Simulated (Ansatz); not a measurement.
System: C$_{2}$HCl$_{4}$, net charge 0, doublet state. It need not be the lowest isomer of its formula. 
Coordinates optimised at B3LYP-D3(BJ)/def2-TZVP (Ansatz, a first-principles code):
```
C
C 1 1.4712
H 2 1.0775 1 120.26
Cl 2 1.6895 3 117.72 1 168.49
Cl 1 1.7872 2 108.14 3 -18.32
Cl 1 1.7946 2 112.00 3 -139.08
Cl 1 1.8211 2 110.75 3 100.54
```
Charge 0, spin multiplicity 2.

Quantity: atomisation energy (electronic, to ground-state atoms), in eV. Correlated levels leave the core frozen unless marked. UHF or UKS for open shells. Spin-orbit coupling is left out. No relativistic terms. The coupled-cluster limit lacks core correlation, which all-electron functionals hold. Basis-set limits of correlation are two-point, X^-3; Hartree-Fock from the larger set. The bracket is a focal-point correction in the basis named.

| level | program | atomisation energy (eV) |
|---|---|---|
| PBE0/def2-TZVP | Ansatz | 22.65 |
| SCS-MP2/STO-3G | Ansatz | 19.35 |
| SCS-MP2/6-31G | Ansatz | 16.06 |
| CCSD/cc-pV(T+d)Z | Ansatz | … |
| RI-MP2/CBS(cc-pV(T+d)Z,cc-pV(Q+d)Z)+[CCSD(T)-MP2]/cc-pV(T+d)Z | Ansatz | 22.16 |

What belongs in the gaps?


- CCSD/cc-pV(T+d)Z, atomisation energy (eV): 20.46
